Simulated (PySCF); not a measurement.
**Ionisation energy of Tb⁴⁶⁺ by level of theory**

Tb⁴⁶⁺ [Ar] 3d1 (2D) → Tb⁴⁷⁺ [Ar] (1S), as a difference of total energies. All numbers are calculated (PySCF 2.14, the spin-free X2C one-electron Hamiltonian (Gaussian nucleus), in an uncontracted even-tempered set (18 s from 9.6 bohr⁻², ratio 2.5; 12 p from 12 bohr⁻², ratio 2.5; 7 d from 12 bohr⁻², ratio 2.5; 4 f from 44 bohr⁻², ratio 2.7; 3 g from 65 bohr⁻², ratio 2.7)). Correlated levels: outer shells: [Ne] frozen; virtual orbitals above 40 to 60 times the deepest correlated orbital energy dropped. The calculations carry no spin-orbit coupling.

| method | ionisation energy (eV) |
| --- | --- |
| UHF | 3790.1 |
| LDA | 3790.8 |
| PBE | 3792.0 |
| PBE0 | 3791.9 |
| r2SCAN | 3792.8 |
| M06-2X | 3792.9 |
| r2SCANh | 3792.7 |
| MP2 (outer shells) | 3789.8 |
| SCS-MP2 (outer shells) | 3789.8 |

A first-order spin-orbit estimate (lowest level to lowest level, LS coupling) adds 24.907 eV.

Breit and QED terms and the two-electron picture change are absent.

First order in ζ underestimates the shift of j = l − 1/2 levels at high Z.

For comparison: 3814 ± 4 eV (theoretical estimate listed by NIST; NIST Atomic Spectra Database, ionization energies).
